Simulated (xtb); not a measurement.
Job for xtb: GFN1-xTB on Ag2, 2S+1 = 1, a spin state set in the input, which need not be the lowest, a point of a bond scan (R = 2.514 Å).

```
$ xtb mol.xyz --gfn 1 --sp --chrg 0 --uhf 0
2

Ag     0.00000000     0.00000000     0.00000000
Ag     0.00000000     0.00000000     2.51389500
```

**Question.** Predict the final total energy.

**Answer.** -7.6182 hartree.
